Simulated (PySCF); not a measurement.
PySCF input:

```python
from pyscf import gto, scf, dft

mol = gto.M(
    atom='''
    Si   -0.01646950    0.01731768    0.93641135
    Cl    1.06105131    1.22723111   -0.38986665
    Cl   -1.04748819   -1.24149273   -0.38129564
    ''',
    basis='def2-tzvpd',
    charge=0,
    spin=0,
    verbose=4,
)

mf = scf.RHF(mol).density_fit(auxbasis='def2-universal-jkfit')
mf.conv_tol = 1e-9
mf.max_cycle = 100
mf.max_memory = 1500
mf.kernel()
if not mf.converged:
    mf = mf.newton()
    mf.kernel(mf.make_rdm1())
mf.analyze()
```

**Question.** Predict the final energy.

**Answer.** -1208.03573 Eh (HF/def2-TZVPD).
